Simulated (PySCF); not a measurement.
HSE06 on Ca⁻ (calcium, charge -1), [Ar] 3d1 4s2, 2D determinant. Computed with PySCF 2.14 in aug-cc-pwCVTZ-X2C (9s8p6d3f, 84 functions), with scalar relativity by spin-free X2C-1e.

```
cycle= 1 E= -680.261027580193  delta_E= 0.0126  |g|= 0.0805  |ddm|= 1.41
cycle= 2 E= -680.271181544056  delta_E= -0.0102  |g|= 0.109  |ddm|= 1.54
cycle= 3 E= -680.282617026314  delta_E= -0.0114  |g|= 0.00891  |ddm|= 0.782
cycle= 4 E= -680.28296771256  delta_E= -0.000351  |g|= 0.00671  |ddm|= 0.151
cycle= 5 E= -680.283035503904  delta_E= -6.78e-05  |g|= 0.0102  |ddm|= 0.178
cycle= 6 E= -680.283149864405  delta_E= -0.000114  |g|= 0.00517  |ddm|= 0.0346
cycle= 7 E= -680.283187732871  delta_E= -3.79e-05  |g|= 0.000259  |ddm|= 0.0277
cycle= 8 E= -680.283188272104  delta_E= -5.39e-07  |g|= 0.00029  |ddm|= 0.00367
cycle= 9 E= -680.283188394572  delta_E= -1.22e-07  |g|= 3.4e-05  |ddm|= 0.00154
cycle= 10 E= -680.283188395851  delta_E= -1.28e-09  |g|= 8.76e-06  |ddm|= 0.000156
cycle= 11 E= -680.283188395966  delta_E= -1.15e-10  |g|= 2.01e-07  |ddm|= 5.02e-05
converged SCF energy = -680.283188395966  <S^2> = 0.7545467  2S+1 = 2.0045415
```

Highest occupied orbital energy: 1.673 eV; ⟨L²⟩ = 6.02; populations by l: s 8.00, p 12.00, d 1.00, f 0.00.

(1) Can this result be used?

## Answers

(1) With care. Self-consistency was reached. The configuration of this anion was assumed by filling the next shell in order. It is not the known or likely ground configuration (Ca⁻, Sr⁻ and Ba⁻, for instance, bind a p electron), so these values are not the electron affinity of the element. At HSE06 the highest occupied level has a positive energy, so only the finite basis holds that electron.
